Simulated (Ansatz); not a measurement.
`B[SiH](B)F` + `C=C=N` → `BN=C=C` + `B[SiH2]F` at 500 K and 1 bar (cleavage of the B–Si bond).

Program: Ansatz. Geometries: PBE0-D4/def2-TZVP. ΔE: electronic, gas phase. CCSD(T)/CBS adds triple-zeta CCSD(T) − MP2 to the extrapolated MP2 energy (def2 sets, frozen cores). This one scheme is used for every species. Each species was taken in one conformer, which may not be the lowest.

| species | CCSD(T)/CBS energy (Eh) | H − E (kJ/mol) | S (J/(mol·K)) |
| --- | --- | --- | --- |
| `B[SiH](B)F` | -441.44960 | 179.3 | 390.8 |
| `C=C=N` | -132.55079 | 140.3 | 282.8 |
| `BN=C=C` | -157.96924 | 180.6 | 324.1 |
| `B[SiH2]F` | -416.08532 | 136.3 | 334.6 |

H − E and S are ideal-gas, rigid-rotor, harmonic terms from PBE0-D4/def2-TZVP, for one conformer and one mirror image of each species. 1 Eh = 2625.50 kJ/mol, R = 8.31446 J/(mol·K).

Problem. By hand: ΔE, ΔH, ΔS and ΔG.

Solution. ΔE = (-157.96924) + (-416.08532) − (-441.44960) − (-132.55079) = -0.05417 Eh = -142.2 kJ/mol. Δ(H − E) = 180.6 + 136.3 − 179.3 − 140.3 = -2.7, so ΔH = -144.9 kJ/mol. ΔS = 324.1 + 334.6 − 390.8 − 282.8 = -14.9 J/(mol·K). ΔG = -144.9 − 500 × (-14.9)/1000 = -137.5 kJ/mol.

Problem. By hand: the equilibrium constant, and the temperature at which ΔG would vanish if ΔH and ΔS stayed fixed.

Solution. log₁₀ K = −ΔG/(RT ln 10) = 14.4. ΔG = 0 at ΔH/ΔS = 9725 K, far beyond where these terms or the molecules hold.

The number of gas molecules stays the same, so ΔS is small and ΔH decides. A doubt of 5 kJ/mol in ΔE shifts log₁₀ K by 0.5 here. Other conformers and mirror images would add mixing entropy, several J/(mol·K) or more a flexible species. These are equilibria of isolated gas molecules and say nothing of rates. Largest T1 diagnostic: 0.017 (customary marks: 0.02 for closed shells, 0.045 for open ones).
